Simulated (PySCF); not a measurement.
## Electron correlation in Br²⁺ (bromine, charge +2)

[Ar] 3d10 4s2 4p3, high-spin 4S determinant. Computed with PySCF 2.14 in cc-pVDZ-PP with ECP10MDF (4s3p2d, 23 functions), with scalar relativity through the core potential. Frozen: 3s2 3p6 3d10; 5 electrons correlated.

MP2 pair energies summed by pair of shells (mhartree):

```
 pair  energy  share (%)
4s-4p  -38.18       66.6
4p-4p  -13.65       23.8
4s-4s   -5.53        9.6
```

Total MP2 correlation energy: -57.36 mhartree.

Same-spin part -14.99 and opposite-spin part -42.37 mhartree; SCS-MP2 scales them by 1/3 and 6/5 to -55.84 mhartree.

```json
{"level": "CCSD", "correlation energy (mhartree)": "-71.98"}
{"level": "(T)", "correlation energy (mhartree)": "-0.55"}
{"level": "CCSD(T)", "correlation energy (mhartree)": "-72.53"}
```

Diagnostics: T1 = 0.0010, D1 = 0.0017, largest double amplitude 0.058.

Cost of the coupled-cluster step: 0.07 s of wall time on 1 thread of Neoverse-V2 (shared host), for 5 correlated electrons.

Iterations:

```
CC2 = 0
CCSD nocc = (np.int64(4), np.int64(1)), nmo = (14, 14)
frozen orbitals [[0, 1, 2, 3, 4, 5, 6, 7, 8], [0, 1, 2, 3, 4, 5, 6, 7, 8]]
max_cycle = 100
direct = 0
conv_tol = 1e-08
conv_tol_normt = 1e-06
diis_space = 8
diis_start_cycle = 0
Init t2, MP2 energy = -0.0573604420967056
Init E_corr(UCCSD) = -0.0573604421004517
cycle = 1  E_corr(UCCSD) = -0.0688651765421916  dE = -0.0115047344  norm(t1,t2) = 0.0333972
cycle = 2  E_corr(UCCSD) = -0.0712189474374815  dE = -0.0023537709  norm(t1,t2) = 0.00848578
cycle = 3  E_corr(UCCSD) = -0.0719911914712091  dE = -0.000772244034  norm(t1,t2) = 0.00262141
cycle = 4  E_corr(UCCSD) = -0.0719785229914111  dE = 1.26684798e-05  norm(t1,t2) = 0.000245563
cycle = 5  E_corr(UCCSD) = -0.0719788684553911  dE = -3.4546398e-07  norm(t1,t2) = 2.18748e-05
cycle = 6  E_corr(UCCSD) = -0.0719786880241356  dE = 1.80431256e-07  norm(t1,t2) = 3.78368e-06
cycle = 7  E_corr(UCCSD) = -0.0719787903820343  dE = -1.02357899e-07  norm(t1,t2) = 3.4694e-07
cycle = 8  E_corr(UCCSD) = -0.0719787747431356  dE = 1.56388987e-08  norm(t1,t2) = 7.19977e-08
cycle = 9  E_corr(UCCSD) = -0.0719787711432373  dE = 3.59989831e-09  norm(t1,t2) = 2.85403e-08
UCCSD converged
E(UCCSD) = -414.4092550889303  E_corr = -0.07197877114323729
UCCSD(T) correction = -0.00055021557122669
```
